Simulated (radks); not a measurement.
All-electron atom: N3+ in [He] 2s2.

All-electron calculation, non-relativistic Kohn-Sham, SCAN, spin-unpolarised, spherical densities, point nucleus; meta-GGA in the generalised Kohn-Sham scheme. Program: a radial shooting solver on a logarithmic mesh with Libxc functionals.

Energy parts (hartree):
part                      energy
total                  -51.16433
kinetic                 51.07588
electron-nucleus      -111.46673
Hartree                 14.44045
exchange-correlation    -5.21394

Orbitals (lengths in bohr, moments of r in powers of bohr):
| orbital | occ. | eigenvalue (hartree) | <r^4> |
|---|---|---|---|
| 1s | 2 | -16.72940 | 0.01296 |
| 2s | 2 | -2.51789 | 3.554 |

The highest occupied level is 2s at -68.515 eV. For comparison, the ionisation energy in NIST's Atomic Spectra Database is 77.474 eV (measured). In exact Kohn-Sham theory the highest level is minus the ionisation energy, but local and semilocal functionals leave it too shallow, through self-interaction and a potential that decays too fast; potentials with the right tail come closer. Virial ratio -V/T = 2.00173. Summed over all electrons, <r^2> = 3.023 bohr^2, which gives a Langevin (diamagnetic) susceptibility term of -2.39 x 10^-6 cm^3/mol.

Empty levels of this run are not shown, since the potential may be unsettled where no density lies.
